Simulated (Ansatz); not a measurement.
Saddle point of CH6GeS, singlet (CH₆GeS ([CH3][GeH2][SH]) → GeH₂S ([S][GeH2]) + CH₄; bonds formed: C2–H4; bonds broken: Ge1–C2, S3–H4), PBE0-D4/def2-TZVP structure:

Ge1  (-1.111, -0.398, -0.169)
C2  (0.837, 0.503, 0.305)
S3  (-0.274, -1.799, -1.528)
H4  (0.622, -0.525, -0.558)
H5  (-1.862, 0.861, -0.646)
H6  (-1.557, -0.797, 1.251)
H7  (0.640, 1.537, 0.025)
H8  (0.859, 0.351, 1.384)
H9  (1.846, 0.267, -0.064)
(Å)

Energies are electronic, without zero-point energy. Barriers and step energies count from the start structure reached by relaxing down the imaginary mode; all methods use the PBE0-D4 structures, on which another method's saddle can fall below an end. Program: Ansatz 0.2.0. Basis: def2-TZVPP, with def2-QZVPP for the basis limit. Cores are frozen in the correlated methods. Filled d shells of the heavier atoms are correlated. The def2 sets are not built for correlating such inner shells, so the correlated values are less sure here. B3LYP uses VWN-RPA correlation. Extrapolation: Hartree–Fock as exp(−7.88 √X), correlation as X^−2.97.

```csv
method,barrier (kJ/mol),step energy (kJ/mol)
SPW92,208.7,110.4
PBE-D4,222.4,87.5
BLYP-D4,?,71.7
r2SCAN-D4,235.6,95.2
B97M-V,?,84.8
PBE0-D4,240.9,101.2
B3LYP-D4,?,84.6
r2SCAN0-D4,248.0,104.1
BHLYP-D4,273.8,98.2
CAM-B3LYP-D4,263.4,98.1
wB97X-V,263.8,107.8
wB97M-V,257.1,100.4
B2PLYP,255.9,87.6
PBE-QIDH,253.9,108.7
RPA on PBE,262.5,92.7
HF,311.0,94.8
MP2,253.2,101.8
CCSD,273.6,102.2
CCSD(T),262.0,98.0
```

Question: Fill in the withheld barriers. (An estimate is asked for; the value comes from the calculation.)

Answer: By the calculation: B3LYP-D4 251.9; B97M-V 243.0; BLYP-D4 237.8 kJ/mol. Each is the energy of the saddle less that of the start structure, by the same method.

For comparison, the barrier by CCSD(T) at an estimated basis limit (MP2 extrapolated from triple and quadruple zeta, plus CCSD(T) − MP2 in triple zeta) is 254.0 kJ/mol.

T1 diagnostic: at most 0.017.

Labels in which every atom is bracketed show which atoms are joined, not bond orders.

For scale, one of the runs: CCSD(T)/def2-TZVPP, 205 basis functions, launched by `ansatz run in.yaml --threads 4 --pin off --events-out ev --progress --plain --max-ram 9574MiB`. The run took 91 s on 4 CPU threads of an Arm Neoverse N1 (shared host), with 2.6 GiB of host memory at its peak.
